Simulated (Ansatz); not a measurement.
`OC1([SiH2]F)BC1` and `OC1(O)BC1` differ in one atom or group.

Ansatz, PBE0-D4/def2-TZVP geometries, multiplicity 1. Each molecule was computed in one conformer, which needn't be the lowest.

```csv
property,`OC1([SiH2]F)BC1`
HOMO–LUMO gap (PBE0/def2-TZVPP) / eV,5.21
size of the dipole moment (B3LYP/def2-TZVPP) / D,1.48
HOMO energy (PBE0/def2-TZVPP) / eV,-7.14
HOMO–LUMO gap (ωB97M-V/def2-TZVPP) / eV,9.48
HOMO energy (B3LYP/def2-TZVPP) / eV,-6.94
LUMO energy (PBE/def2-TZVPP) / eV,-2.92
```

Task: What does the change do to each property? (Best estimate.)

Result: Ansatz gave: 
| property | `OC1(O)BC1` | shift |
| --- | --- | --- |
| HOMO–LUMO gap (PBE0/def2-TZVPP) / eV | 5.40 | 0.19 |
| size of the dipole moment (B3LYP/def2-TZVPP) / D | 0.26 | -1.22 |
| HOMO energy (PBE0/def2-TZVPP) / eV | -7.00 | 0.14 |
| HOMO–LUMO gap (ωB97M-V/def2-TZVPP) / eV | 9.71 | 0.23 |
| HOMO energy (B3LYP/def2-TZVPP) / eV | -6.82 | 0.12 |
| LUMO energy (PBE/def2-TZVPP) / eV | -2.63 | 0.29 |

With PBE0 the HOMO rises by 0.14 eV and the LUMO rises by 0.33 eV, so the gap widens by about 0.19 eV. PBE moves the HOMO by 0.11 eV and ωB97M-V by 0.13 eV. Dipoles are sizes alone; their direction can turn.

B3LYP here is the variant with VWN-RPA as its local correlation; programs differ in this.
